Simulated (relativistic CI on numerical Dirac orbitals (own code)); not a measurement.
Co XIX: what numerical and physical settings do to a radial Dirac CI calculation

Reference input:

```
atom Co  Z=27  charge=18  electrons=9
nucleus A=59  rms_radius_fm=3.7875
hamiltonian dirac-coulomb  breit=on  qed=on  c_scale=1
orbitals kli  potential=per-configuration
slater_scale 1
correlation none
mixing on
grid step=0.0125 r_max=5.7
scf mixing=0.4 start=green max_iterations=150 tolerance=2e-08 node_fill=0.05
configurations
  [He] 2s2 2p5
end
```

Computed lowest total energy -1195.01051 Ha, first excitation 121804.7 cm⁻¹, 9 SCF steps. Runs with settings changed; * marks those that are bad on purpose (the QED terms keep the true α when c is scaled):

| Changed | Outcome | Lowest level | ΔE (Ha) | First excitation (cm⁻¹) | SCF steps | Message |
| --- | --- | --- | --- | --- | --- | --- |
| SCF tolerance 1e-06 | converged | 2p5 2P°_3/2 | 2.76e-08 | 121804.7 | 8 |  |
| node fill of the KLI weights 0.01 | converged | 2p5 2P°_3/2 | 0.000323 | 121782.1 | 9 |  |
| end of the grid at 2.85 bohr | converged | 2p5 2P°_3/2 | 8e-11 | 121804.7 | 9 |  |
| nuclear radius 3.4087 fm | converged | 2p5 2P°_3/2 | -0.000888 | 121804.7 | 9 |  |
| grid step 0.6 * | refused |  |  |  | 0 | the grid has 26 points, outside 40 to 4096 |
| speed of light × 0.2 * | converged | 2p5 2P°_3/2 | -556 | 6863656.4 | 10 |  |
